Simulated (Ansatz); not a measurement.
One geometry of (F2Al-mu-PH2)3 (Al3P3H6F6), several levels of theory.

```yaml
crystal:
  periodic: [false, false, false]
  atoms:
    - {symbol: Al, position_ang: [2.154132, -0.182183, -0.007658]}
    - {symbol: F, position_ang: [3.717386, -0.521894, -0.515466]}
    - {symbol: F, position_ang: [1.849386, 0.822013, 1.319754]}
    - {symbol: P, position_ang: [0.778938, 0.841167, -1.700320]}
    - {symbol: Al, position_ang: [-0.932604, 2.176596, -0.640961]}
    - {symbol: F, position_ang: [-0.166007, 3.594804, -0.168337]}
    - {symbol: F, position_ang: [-2.345379, 2.252289, -1.547645]}
    - {symbol: P, position_ang: [-1.449492, 0.741967, 1.231698]}
    - {symbol: Al, position_ang: [-1.449602, -1.536810, 0.448684]}
    - {symbol: F, position_ang: [-2.523895, -2.548759, 1.248050]}
    - {symbol: F, position_ang: [-1.532665, -1.321176, -1.228874]}
    - {symbol: P, position_ang: [0.878041, -2.114031, 0.663341]}
    - {symbol: H, position_ang: [1.615719, 1.674844, -2.502684]}
    - {symbol: H, position_ang: [0.275467, -0.079758, -2.661508]}
    - {symbol: H, position_ang: [-2.721787, 1.066531, 1.790040]}
    - {symbol: H, position_ang: [-0.580996, 0.933151, 2.343544]}
    - {symbol: H, position_ang: [1.256294, -2.490958, 1.985753]}
    - {symbol: H, position_ang: [1.177052, -3.307793, -0.057413]}
basis:
  gaussian: {orbitals: def2-SVP, initial_orbitals: start.molden}
hamiltonian: {xc: pbe0, dispersion: d4}
scf: {omitted_lower_state_checks: [starts]}
output: {orbitals: {seedname: orbitals}}
```

The file start.molden holds the orbitals of an earlier run on this structure, at another level or in another basis.

```sh
$ ansatz run in.yaml --threads 2 --pin off --events-out ev --progress --plain --max-ram 20480MiB --backend cpu
```

It prints (some lines left out):

```
Functional definition: PBE0
2027 factors; integrals over basis functions are off by at most 1.0e-3 eV
mean field evaluation 1: about -64008.1391 eV, gradient 1.6e1 eV
mean field evaluation 2: about -64008.6178 eV, gradient 3.7e-1 eV
mean field evaluation 4: about -64008.8920 eV, gradient 1.8e-3 eV
mean field -64008.89204870 eV, -2352.2833960046 hartree, gradient 2.4e-5 eV, S^2 0.000000; 0 other end points of the search recorded, 0 dependent functions left out
reference -64008.89209962 eV, -2352.2833978755 hartree; 72, 72 occupied and 150, 150 virtual orbitals, 2027 factors
Total energy: -64009.57098103 eV, -2352.3083463075 hartree
Checks for a lower state left out: starts
```

Hardware: 2 threads of AMD EPYC 7R13 on a shared host. Wall time 9.5 s, peak host memory 0.82 GiB.

First input, but with `hamiltonian: {xc: pbe, dispersion: d4}` (abridged; 6 s):

```
Functional definition: PBE
mean field -64004.22518573 eV, -2352.1118919535 hartree, gradient 2.3e-5 eV, S^2 0.000000
Total energy: -64004.99340113 eV, -2352.1401233489 hartree
Checks for a lower state left out: starts
```

As the first input, with `gaussian: {orbitals: def2-TZVP, initial_orbitals: start.molden}`, `correlation: {method: mp2}` and without the key `hamiltonian` (abridged; 2.9 s, on the card):

```
Functional definition: HF
mean field -63920.55460376 eV, -2349.0370547802 hartree, gradient 7.0e-7 eV, S^2 0.000000
36 core orbitals not correlated: weight in the atoms' cores, before any rotation towards them, 1.000 or more for the frozen orbitals, at most 0.000 for the correlated occupied ones
second order -59.43169217 eV of doubles, -0.00000000 eV of singles
Total energy: -63979.98629593 eV, -2351.2211291832 hartree
Checks for a lower state left out: starts
```

As the first input, with `gaussian: {orbitals: def2-TZVP, fitting: {mean_field: def2-universal-jkfit}, initial_orbitals: start.molden}`, `hamiltonian: {xc: {name: CAM-B3LYP}, dispersion: d4}`, `output: {forces: true, orbitals: {seedname: orbitals}}` (abridged; 3.2 s, on the card):

```
Functional definition: CAM-B3LYP
mean field -64079.07190677 eV, -2354.8624582188 hartree, gradient 1.6e-5 eV, S^2 0.000000
Total energy: -64079.78968523 eV, -2354.8888360908 hartree
Atom 0 force     0.511760     0.142775     0.155570 eV/Å
Atom 1 force    -0.843379     0.190720     0.301963 eV/Å
Atom 2 force     0.188979    -0.461090    -0.570520 eV/Å
Atom 3 force     0.222782     0.133123    -0.577729 eV/Å
Atom 4 force    -0.252249     0.589753    -0.180139 eV/Å
Atom 5 force    -0.400765    -0.717433    -0.255293 eV/Å
Atom 6 force     0.727949    -0.025604     0.477211 eV/Å
Atom 7 force    -0.314915     0.179178     0.485171 eV/Å
Atom 8 force    -0.445548    -0.316997    -0.143143 eV/Å
Atom 9 force     0.598702     0.548059    -0.458491 eV/Å
Atom 10 force     0.011804    -0.156540     0.758152 eV/Å
Atom 11 force     0.226660    -0.539063     0.195974 eV/Å
Atom 12 force    -0.315611    -0.317437     0.289595 eV/Å
Atom 13 force     0.195300     0.342769     0.375079 eV/Å
Atom 14 force     0.473854    -0.125058    -0.196408 eV/Å
Atom 15 force    -0.325556    -0.067311    -0.420617 eV/Å
Atom 16 force    -0.156842     0.140820    -0.480579 eV/Å
Atom 17 force    -0.102923     0.459337     0.244205 eV/Å
Dipole moment:     0.245084    -0.604139     0.217475 e Å
Checks for a lower state left out: starts
```

As the first input, with `correlation: {method: ccsd_t}` and without the key `hamiltonian` (abridged; 3.7 s, on the card):

```
Functional definition: HF
mean field -63883.16537059 eV, -2347.6630258043 hartree, gradient 1.9e-6 eV, S^2 0.000000
36 core orbitals not correlated: weight in the atoms' cores, before any rotation towards them, 1.000 or more for the frozen orbitals, at most 0.000 for the correlated occupied ones
second order -45.42432794 eV of doubles, -0.00000000 eV of singles
cycle   1  -46.20326362 eV  change   -7.8e-1 eV  update   1.7e-1
cycle   2  -47.23423297 eV  change    -1.0e0 eV  update   5.0e-2
cycle   3  -47.53541082 eV  change   -3.0e-1 eV  update   2.7e-2
cycle   4  -47.52695193 eV  change    8.5e-3 eV  update   5.3e-3
cycle   5  -47.51996478 eV  change    7.0e-3 eV  update   2.2e-3
cycle   6  -47.51985650 eV  change    1.1e-4 eV  update   5.9e-4
cycle   7  -47.51961493 eV  change    2.4e-4 eV  update   2.1e-4
cycle   8  -47.51941509 eV  change    2.0e-4 eV  update   6.2e-5
cycle   9  -47.51939769 eV  change    1.7e-5 eV  update   2.1e-5
perturbative correction -0.91699176 eV, -0.0336988257 hartree
Total energy: -63931.60176004 eV, -2349.4430302855 hartree
Checks for a lower state left out: starts
```

Geometry: PBE-D4/def2-SVP.

Correlated methods freeze 36 core orbitals. Single mean-field runs in def2-TZVP are fitted with def2-universal-jkfit.
